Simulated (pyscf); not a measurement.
# HO–Mg–SH (SMILES [OH][Mg][SH]), singlet

Gas-phase minimum from PySCF at ωB97X-D3(BJ)/def2-SVP, one conformer. 

```xyz
5

O     -1.5150     1.3358     0.3727
Mg    -1.2194    -0.3997     0.4061
S     -0.8340    -2.6605     0.4475
H     -1.6789     2.2739     0.3728
H     -0.5273    -2.7206    -0.8651
```

Bond lengths (Å): O1–Mg2 1.761, O1–H4 0.952, Mg2–S3 2.294, S3–H5 1.349. Angles (°): Mg2–O1–H4 178.9, O1–Mg2–S3 179.9, Mg2–S3–H5 93.7.

Properties at ωB97X-D3(BJ)/def2-SVP:

- Harmonic wavenumbers, unscaled: 130, 140, 178, 202, 389, 550, 849, 2745, 4097 cm⁻¹
- Zero-point energy: 13.3 kcal/mol
- Rotational symmetry number: 1
- Entropy of this conformer at 298 K and 1 atm, rigid rotor and harmonic oscillator, modes under 100 cm⁻¹ raised to 100: 307.6 J/(mol K)
- Dipole moment: 1.88 D

Single-point totals, which compare only within one level (frozen core for MP2 and CC):

```
level                   total energy (hartree)
----------------------  ----------------------
ωB97X-D3(BJ)/def2-TZVP              -674.87875
PBE/def2-TZVP                       -674.45222
r²SCAN/def2-TZVP                    -674.74090
B3LYP-D3(BJ)/def2-TZVP              -674.87829
PBE0-D3(BJ)/def2-TZVP               -674.50561
M06-2X/def2-TZVP                    -674.76068
ωB97M-D3(BJ)/def2-TZVP              -674.93646
HF/def2-TZVPP                       -673.30637
MP2/def2-TZVPP                      -673.92938
CCSD/def2-TZVPP                     -673.95463
CCSD(T)/def2-TZVPP                  -673.97412
```

Soft torsions are taken as harmonic, which can shift the entropy by several J/(mol K). The CCSD(T) − MP2 part came from Ansatz, without density fitting, on the same reference. The frozen core leaves the outer d or s,p core shells of the metals and heavy elements correlated in the MP2 and CC values, and def2-TZVPP describes them poorly, so these totals are far from the basis limit.
